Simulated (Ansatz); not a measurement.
Consider the formal exchange of groups at the Si–C bond: `[SiH3]C[SeH]` + `[SiH3][TeH]` → `[SiH3][SiH2][TeH]` + `C[SeH]`.

Isolated molecules relaxed with PBE0-D4/def2-TZVP in Ansatz; ΔE leaves out vibrations. CCSD(T)/CBS adds triple-zeta CCSD(T) − MP2 to the extrapolated MP2 energy (def2 sets, frozen cores). DFT in def2-TZVPP. B3LYP here is the variant with VWN-RPA as its local correlation; programs differ in this. HSE06 is defined as in plane-wave codes. def2 core potentials past Kr. For Se, Te outer-core shells are correlated without core-valence functions, which leaves a few kJ/mol of doubt a bond. Scalar relativity is left out up to krypton. Each species was taken in one conformer, which may not be the lowest.

`[SiH3]C[SeH]`:

```xyz
9

Si   -0.459    0.144   -0.977
C     0.788   -0.353    0.332
Se   -0.041   -0.449    2.102
H    -1.537   -0.872   -1.056
H     0.202    0.266   -2.306
H    -1.047    1.461   -0.616
H     1.151   -1.365    0.139
H     1.651    0.312    0.368
H    -0.709    0.858    2.015
```

`[SiH3][TeH]`:

Cartesian coordinates in Å:
```
Si -0.092 -0.048 0.641
Te 1.197 -0.086 -1.494
H -1.160 -1.079 0.648
H 0.907 -0.351 1.696
H -0.695 1.285 0.886
H -0.158 0.279 -2.376
```

`[SiH3][SiH2][TeH]`:

Cartesian coordinates in Å:
```
Si 0.449 1.554 0.023
Si -0.174 -0.654 0.472
Te -0.556 -1.748 -1.743
H 0.700 2.281 1.296
H -0.637 2.241 -0.724
H 1.688 1.570 -0.799
H 0.900 -1.360 1.220
H -1.416 -0.692 1.289
H -0.955 -3.193 -1.033
```

`C[SeH]`:

Cartesian coordinates in Å:
```
C 0.511 0.164 0.101
Se -0.888 -1.148 -0.245
H 0.610 0.848 -0.739
H 1.433 -0.405 0.214
H 0.308 0.706 1.022
H -1.974 -0.165 -0.354
```

Q: Is it downhill or uphill in electronic energy at CCSD(T)/CBS, and by how much? (Estimate.)

A: Ansatz gave: Downhill: ΔE = -8.3 kJ/mol.

Q: What do these levels give: revPBE-D4, B97M-V, B3LYP-D4, r2SCAN0-D4, HSE06-D4, ωB97M-V, B2PLYP, PBE, MP2/def2-SVP, SCS-MP2/def2-TZVPP, HF/def2-QZVPP, MP2/CBS(def2)? (Estimate.)

A: Computed: revPBE-D4 -19.3, B97M-V -15.8, B3LYP-D4 -11.8, r2SCAN0-D4 -12.8, HSE06-D4 -18.3, ωB97M-V -4.3, B2PLYP -7.9, PBE -20.5, MP2/def2-SVP -4.5, SCS-MP2/def2-TZVPP -1.9, HF/def2-QZVPP -3.5, MP2/CBS(def2) -2.9 kJ/mol.

Largest T1 diagnostic among the species: 0.012.

From BLYP to BHLYP (50 % exact exchange), in def2-TZVPP and without D4, ΔE moves by +6.2 kJ/mol. Leaving LDA and LC-ωPBE aside and taking each functional with its dispersion term where it has one, the values, not all of them listed here, spread over 16.4 kJ/mol, from PBE-D4 to ωB97M-V. LDA lies +5.4 kJ/mol from PBE without D4.
